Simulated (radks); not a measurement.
Values are calculated unless marked as measured or tabulated.
Task: The mean radii <r> (bohr) of the occupied orbitals of an atom or ion are listed with their occupations. Code: a radial shooting solver on a logarithmic mesh with Libxc functionals. Model: scalar-relativistic Kohn-Sham, LB94 model potential, spin-polarised, spherical densities, finite nucleus; Fermi nuclear charge, rms radius of each element as measured or else 0.836 A^(1/3) + 0.57 fm.

orbital  occ.      <r>
1s up       1  0.02395
1s down     1  0.02397
2s up       1  0.09733

Name the element and its charge. Open shells, if any, are filled with parallel spins first.

Result: Z = 59, praseodymium, charge +56: Pr56+ in [He] 2s1. The 1s radius gives Z: for a bare nucleus <r> = (2 gamma + 1)/(2Z) with gamma = sqrt(1 - (Z/c)^2), 0.02377 bohr for Z = 59, and screening makes it slightly larger (0.02395 here). The occupations add up to 3, and the charge is Z minus that.
